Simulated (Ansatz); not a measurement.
`C[O][Sn][CH3]` + NH₃ → `C[O][Sn][NH2]` + CH₄ at 500 K and 1 bar (ligand exchange at the Sn–C bond).

Program: Ansatz. Geometries: PBE0-D4/def2-TZVP. ΔE: electronic, gas phase. CCSD(T)/CBS is the MP2 limit (def2-TZVPP, def2-QZVPP) plus CCSD(T) − MP2 in def2-TZVPP, frozen cores. This one scheme is used for every species. def2 core potentials past Kr. For Sn outer-core shells are correlated without core-valence functions, which leaves a few kJ/mol of doubt a bond. One conformer a species, not always the lowest.

```tsv
species	CCSD(T)/CBS energy (Eh)	H − E (kJ/mol)	S (J/(mol·K))
`C[O][Sn][CH3]`	-368.91992	243.0	411.2
NH₃	-56.50880	108.2	211.8
`C[O][Sn][NH2]`	-384.99617	214.9	397.6
CH₄	-40.46206	135.6	206.8
```

H − E and S are ideal-gas, rigid-rotor, harmonic terms from PBE0-D4/def2-TZVP, for one conformer and one mirror image of each species. 1 Eh = 2625.50 kJ/mol, R = 8.31446 J/(mol·K).

Task: By hand: ΔE, ΔH, ΔS and ΔG.

Result: ΔE = (-384.99617) + (-40.46206) − (-368.91992) − (-56.50880) = -0.02951 Eh = -77.5 kJ/mol. Δ(H − E) = 214.9 + 135.6 − 243.0 − 108.2 = -0.7, so ΔH = -78.2 kJ/mol. ΔS = 397.6 + 206.8 − 411.2 − 211.8 = -18.6 J/(mol·K). ΔG = -78.2 − 500 × (-18.6)/1000 = -68.9 kJ/mol.

Task: By hand: the equilibrium constant, and the temperature at which ΔG would vanish if ΔH and ΔS stayed fixed.

Result: log₁₀ K = −ΔG/(RT ln 10) = 7.2. ΔG = 0 at ΔH/ΔS = 4204 K, far beyond where these terms or the molecules hold.

ΔH outweighs TΔS. A doubt of 5 kJ/mol in ΔE shifts log₁₀ K by 0.5 here. Other conformers and mirror images would add mixing entropy, several J/(mol·K) or more a flexible species. These are equilibria of isolated gas molecules and say nothing of rates. Largest T1 diagnostic: 0.017 (customary marks: 0.02 for closed shells, 0.045 for open ones).
